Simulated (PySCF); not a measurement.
BCl2, SMILES Cl[B]Cl, multiplicity 2. Geometry: PBE-D3(BJ)/def2-TZVP. The isomer is the one that the SMILES or the coordinates give; other isomers of the formula were not compared.

These are PBE-D3(BJ)/def2-TZVP run with PySCF values and carry that method's errors.

Harmonic wavenumbers (cm⁻¹): 275, 681, 974. Rotational constants (GHz): 85.82, 3.014, 2.912; symmetry number 2.

Task: Work out the zero-point energy and the ideal-gas rigid-rotor harmonic-oscillator thermochemistry at 298.15 K and 1 atm.

Result: ZPE = ½ Σ hcν = ½ × 1930 cm⁻¹ = 11.54 kJ/mol. H − E(el) = 23.07 kJ/mol. Entropy in J/(mol K): translation 163.66, rotation 92.86, vibration 8.37, spin 5.76, total 270.65. G − E(el) = -57.62 kJ/mol. Cp = 45.78 J/(mol K).
